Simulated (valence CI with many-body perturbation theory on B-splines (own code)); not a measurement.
Results of a calculation; reference values are marked as such.
Basis-set convergence for Mn XI

Level of theory: configuration interaction combined with many-body perturbation theory (CI+MBPT): five valence electrons over a frozen Dirac-Fock core [Ne], a basis of 9 s, 9 p, 8 d, 6 f, 3 g, 1 h functions for each j, with the one-electron correlation potential Σ1, the two-electron term Σ2, the three-electron term Σ3, Breit, model QED; selected CI, second order for the rest, scaled by the run's own slope (own B-spline code, finite nucleus).

No measured levels were compared; by estimate levels of excited configurations hold to 0.05 to 0.15 % of their energy, terms of the ground configuration to about 0.5 %. Among the levels kept, up to 1600 cm⁻¹ of a level comes from second order outside the variational space, and about a tenth of that is noise between levels of different J, which matters for small intervals.

The reference run has the lowest level 3s2.3p3 4S°_3/2 and an ionisation energy of 283.073 eV. Its largest variational space holds 19999 state functions.

Names give the largest LS component (configuration and term), which can be under half, so a name can repeat, a term be missing and a line seem to break the LS rules; names also repeat where a configuration has a term twice. Letters in brackets count levels of one name in rising energy.

Changed runs:
A. basis 6 s, 6 p, 5 d, 3 f, 1 g
B. basis 5 s, 5 p, 4 d, 2 f

Excitation energies of the reference run in cm⁻¹, and shifts in cm⁻¹:

| Level | Reference | A | B |
| --- | --- | --- | --- |
| 3s2.3p3 2D°_3/2 | 39625 | +200 | +756 |
| 3s2.3p3 2D°_5/2 | 42944 | +197 | +748 |
| 3s2.3p3 2P°_1/2 | 69284 | +239 | +869 |
| 3s2.3p3 2P°_3/2 | 73886 | +231 | +844 |
| 3s.3p4 4P_5/2 | 253960 | +9.4 | +130 |
| 3s.3p4 4P_3/2 | 261670 | +7.2 | +120 |
| 3s.3p4 4P_1/2 | 265265 | +3.1 | +119 |
| 3s.3p4 2D_3/2 | 314642 | +165 | +583 |
| 3s.3p4 2D_5/2 | 316042 | +163 | +584 |
| 3s2.3p2.3d 2P_3/2 [a] | 361516 | +195 | +493 |
| 3s.3p4 2P_1/2 | 365937 | +228 | +667 |
| 3s.3p4 2S_1/2 | 379502 | +288 | +933 |
| Ionisation energy (eV) | 283.073 | -0.023 | -0.067 |
